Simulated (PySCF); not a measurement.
C4H7FSi. Atoms are numbered in the order given.

```xyz
13

C      2.1509     1.5049    -1.1808
C      1.3045     0.5078    -1.1532
C      0.4305    -0.4666    -1.0880
Si    -0.9087    -0.4672     0.2068
C     -0.9027     1.1073     1.1924
F     -0.6430    -1.7254     1.2146
H      1.9531     2.3971    -1.7832
H      3.0853     1.4666    -0.6122
H      0.5044    -1.2913    -1.8105
H     -2.2291    -0.7357    -0.4319
H     -1.1713     1.9635     0.5545
H      0.0950     1.2988     1.6159
H     -1.6278     1.0511     2.0182
```

The structure is a stationary point at PBE0-D3(BJ)/def2-SVP. The structure was generated by enumeration; whether it is a known compound was not checked. The values are those of a single conformer.

Method: HF/pcSseg-1 (PySCF).

GIAO shieldings, no solvent; atoms alike by connectivity are averaged. δ = σ(ref) − σ: ¹³C against TMS (σ = 192.6 ppm); ²⁹Si against TMS (σ = 393.8 ppm); ¹⁹F against CFCl3 (σ = 238.5 ppm); ¹H against TMS (σ = 31.99 ppm), references at their B3LYP-D3(BJ)/def2-TZVP geometries, non-relativistic.

```csv
atoms,nucleus,count,δ (ppm)
C2,¹³C,1,239.4
C3,¹³C,1,(withheld)
C1,¹³C,1,76.9
C5,¹³C,1,(withheld)
Si4,²⁹Si,1,1.7
F6,¹⁹F,1,-153.7
H9,¹H,1,5.59
"H7, H8",¹H,2,(withheld)
H10,¹H,1,(withheld)
"H11, H12, H13",¹H,3,(withheld)
```

Fill in the missing entries. (Estimate from the structure and the level; the computed values follow.)


- H11, H12, H13, δ (ppm): 0.70
- H7, H8, δ (ppm): 5.19
- C5, δ (ppm): -1.4
- C3, δ (ppm): 83.3
- H10, δ (ppm): 4.91
